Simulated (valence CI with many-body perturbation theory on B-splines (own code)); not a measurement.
E1 transitions of Pr⁵⁴⁺

Level of theory: valence CI with perturbative core correlation (CI+MBPT): three valence electrons over a frozen Dirac-Fock core [He], radial functions for each j: 11 s, 11 p, 10 d, 8 f, 5 g, 2 h, with the one-electron correlation potential Σ1 (screened to all orders), the two-electron term Σ2, the three-electron term Σ3, Breit, model QED; selected single and double excitations, second order for the rest, scaled by the run's own slope (own B-spline code, finite nucleus).

No measured spectrum was set against this ion. As an estimate, large intervals hold to a few tenths of a per cent, small ones and those within an open d or f shell to about a per cent.

Lines 151 to 200 of 556 in falling wavelength, among levels below 73866 × 10³ cm⁻¹, chosen from the strongest by gf and those to the six lowest levels. Wavelengths and rates use the calculated energies. Electric multipoles are in the length gauge, E1 and E2 with the static RPA response of the core. Weak lines are less certain than strong ones. Lines between different terms over intervals too small for the method are left out, as are lines whose strength nearly cancels.

Levels are named by their leading jj configuration (3d3/2^4 stands for four electrons in 3d with j = 3/2), which in mixed levels can hold well under half, so a name can repeat and another be missing. Letters in brackets count levels of one name in rising energy.

```
λ vac (nm)                          Upper                       Lower   A (s⁻¹)  S (a.u.) with core polarisation  S without
     1.790          (2p1/2 2p3/2^2) J=3/2      (2s 2p1/2 2p3/2) J=1/2  7.91e+11                         8.96e-03   8.98e-03
     1.760  (2p1/2 2p3/2 3d5/2) J=5/2 [a]  (2s 2p1/2 3d5/2) J=5/2 [b]  3.38e+11                         5.46e-03   5.47e-03
     1.758  (2p1/2 2p3/2 3p3/2) J=3/2 [a]  (2s 2p1/2 3p3/2) J=3/2 [b]  4.79e+11                         5.14e-03   5.15e-03
     1.747  (2p1/2 2p3/2 3d3/2) J=5/2 [a]      (2s 2p1/2 3d3/2) J=5/2  4.92e+11                         7.77e-03   7.78e-03
     1.740          (2p1/2 2p3/2^2) J=5/2  (2s 2p1/2 2p3/2) J=3/2 [b]  9.42e+11                         1.47e-02   1.47e-02
     1.738          (2p3/2^2 3p3/2) J=5/2  (2s 2p3/2 3p3/2) J=5/2 [a]  4.34e+11                         6.75e-03   6.76e-03
     1.736      (2p1/2 2p3/2 3d5/2) J=9/2      (2s 2p1/2 3d5/2) J=7/2  7.74e+11                         2.00e-02   2.00e-02
     1.734      (2p1/2 2p3/2 3p3/2) J=7/2      (2s 2p1/2 3p3/2) J=5/2  9.05e+11                         1.86e-02   1.87e-02
     1.734     (2s 2p3/2 3d3/2) J=5/2 [a]      (2s 2p1/2 3p1/2) J=3/2  3.23e+11                         4.99e-03   5.00e-03
     1.732                (2p3/2^3) J=3/2          (2s 2p3/2^2) J=3/2  2.17e+12                         2.23e-02   2.24e-02
     1.730                (2p3/2^3) J=3/2          (2s 2p3/2^2) J=1/2  4.69e+11                         4.79e-03   4.80e-03
     1.729      (2p3/2^2 3p3/2) J=3/2 [b]      (2s 2p3/2 3p3/2) J=3/2  1.09e+12                         1.11e-02   1.11e-02
     1.729          (2p3/2^2 3d5/2) J=7/2  (2s 2p3/2 3d5/2) J=7/2 [a]  4.28e+11                         8.73e-03   8.75e-03
     1.724      (2p3/2^2 3d5/2) J=5/2 [b]  (2s 2p3/2 3d5/2) J=5/2 [b]  9.08e+11                         1.38e-02   1.38e-02
     1.723  (2p1/2 2p3/2 3d5/2) J=5/2 [b]      (2s 2p1/2 3d5/2) J=3/2  3.94e+11                         5.97e-03   5.98e-03
     1.723  (2p1/2 2p3/2 3d5/2) J=7/2 [a]  (2s 2p1/2 3d5/2) J=5/2 [a]  7.33e+11                         1.48e-02   1.48e-02
     1.721     (2s 2p3/2 3d5/2) J=7/2 [b]          (2s^2 3d5/2) J=5/2  1.19e+12                         2.39e-02   2.40e-02
     1.721      (2p3/2^2 3d3/2) J=3/2 [b]  (2s 2p3/2 3d3/2) J=5/2 [b]  7.80e+11                         7.85e-03   7.87e-03
     1.719  (2p1/2 2p3/2 3d3/2) J=5/2 [b]  (2s 2p1/2 3d3/2) J=3/2 [b]  7.69e+11                         1.16e-02   1.16e-02
     1.718     (2p1/2 2p3/2 3s) J=3/2 [c]     (2s 2p1/2 3s) J=1/2 [b]  4.99e+11                         5.00e-03   5.01e-03
     1.715     (2s 2p3/2 3p3/2) J=5/2 [b]          (2s^2 3p3/2) J=3/2  1.33e+12                         1.99e-02   1.99e-02
     1.715  (2p1/2 2p3/2 3p3/2) J=5/2 [a]  (2s 2p1/2 3p3/2) J=3/2 [a]  7.20e+11                         1.08e-02   1.08e-02
     1.715         (2p1/2 2p3/2 3s) J=5/2         (2s 2p1/2 3s) J=3/2  6.61e+11                         9.87e-03   9.88e-03
     1.713      (2p1/2 2p3/2 3d3/2) J=7/2      (2s 2p1/2 3d3/2) J=5/2  7.71e+11                         1.53e-02   1.53e-02
     1.709  (2p1/2 2p3/2 3d5/2) J=7/2 [b]  (2s 2p1/2 3d5/2) J=5/2 [b]  4.40e+11                         8.67e-03   8.69e-03
     1.708  (2p1/2 2p3/2 3p1/2) J=3/2 [b]  (2s 2p1/2 3p1/2) J=1/2 [b]  9.45e+11                         9.30e-03   9.32e-03
     1.708          (2p3/2^2 3d5/2) J=7/2  (2s 2p3/2 3d5/2) J=5/2 [a]  4.18e+11                         8.21e-03   8.23e-03
     1.704          (2p3/2^2 3p1/2) J=1/2  (2s 2p3/2 3p1/2) J=3/2 [b]  1.63e+12                         7.98e-03   7.99e-03
     1.702             (2p3/2^2 3s) J=1/2     (2s 2p3/2 3s) J=3/2 [b]  1.64e+12                         7.96e-03   7.97e-03
     1.699  (2p1/2 2p3/2 3d5/2) J=3/2 [b]  (2s 2p1/2 3d5/2) J=5/2 [b]  7.26e+11                         7.02e-03   7.03e-03
     1.698      (2p3/2^2 3p3/2) J=3/2 [b]  (2s 2p3/2 3p3/2) J=5/2 [b]  9.64e+11                         9.32e-03   9.33e-03
     1.698     (2p1/2 2p3/2 3s) J=3/2 [a]     (2s 2p1/2 3s) J=1/2 [a]  5.52e+11                         5.33e-03   5.34e-03
     1.697     (2s 2p3/2 3d3/2) J=5/2 [b]          (2s^2 3d3/2) J=3/2  1.20e+12                         1.74e-02   1.74e-02
     1.696      (2p1/2 2p3/2 3p1/2) J=5/2      (2s 2p1/2 3p1/2) J=3/2  6.05e+11                         8.74e-03   8.76e-03
     1.695         (2s 2p3/2 3p1/2) J=1/2          (2s^2 3p1/2) J=1/2  1.52e+12                         7.30e-03   7.31e-03
     1.694            (2s 2p3/2 3s) J=1/2             (2s^2 3s) J=1/2  1.50e+12                         7.21e-03   7.22e-03
     1.693  (2p1/2 2p3/2 3d3/2) J=3/2 [a]  (2s 2p1/2 3d3/2) J=3/2 [a]  8.30e+11                         7.95e-03   7.97e-03
     1.692      (2p3/2^2 3d5/2) J=5/2 [b]  (2s 2p3/2 3d5/2) J=7/2 [b]  9.68e+11                         1.39e-02   1.39e-02
     1.691     (2s 2p3/2 3p1/2) J=3/2 [b]          (2s^2 3p1/2) J=1/2  1.39e+12                         1.33e-02   1.33e-02
     1.691  (2p1/2 2p3/2 3p3/2) J=5/2 [b]  (2s 2p1/2 3p3/2) J=3/2 [b]  4.66e+11                         6.67e-03   6.68e-03
     1.690  (2p1/2 2p3/2 3d3/2) J=5/2 [a]  (2s 2p1/2 3d3/2) J=3/2 [a]  4.47e+11                         6.39e-03   6.41e-03
     1.689     (2s 2p3/2 3d5/2) J=5/2 [b]          (2s^2 3d5/2) J=5/2  1.38e+12                         1.97e-02   1.97e-02
     1.688      (2p1/2 2p3/2 3d5/2) J=1/2      (2s 2p1/2 3d5/2) J=3/2  9.96e+11                         4.73e-03   4.73e-03
     1.685        (2s 2p3/2 3s) J=3/2 [b]             (2s^2 3s) J=1/2  1.40e+12                         1.32e-02   1.32e-02
     1.684  (2p1/2 2p3/2 3p3/2) J=5/2 [b]      (2s 2p1/2 3p3/2) J=5/2  4.13e+11                         5.84e-03   5.85e-03
     1.684         (2s 2p3/2 3p3/2) J=3/2          (2s^2 3p3/2) J=3/2  1.37e+12                         1.30e-02   1.30e-02
     1.684  (2p1/2 2p3/2 3d5/2) J=7/2 [b]      (2s 2p1/2 3d5/2) J=7/2  4.82e+11                         9.09e-03   9.11e-03
     1.684     (2s 2p3/2 3d3/2) J=3/2 [b]          (2s^2 3d3/2) J=3/2  1.12e+12                         1.05e-02   1.06e-02
     1.683  (2p1/2 2p3/2 3d3/2) J=1/2 [a]  (2s 2p1/2 3d3/2) J=3/2 [a]  1.10e+12                         5.20e-03   5.21e-03
     1.683     (2s 2p3/2 3d5/2) J=3/2 [b]          (2s^2 3d5/2) J=5/2  1.53e+12                         1.44e-02   1.44e-02
```
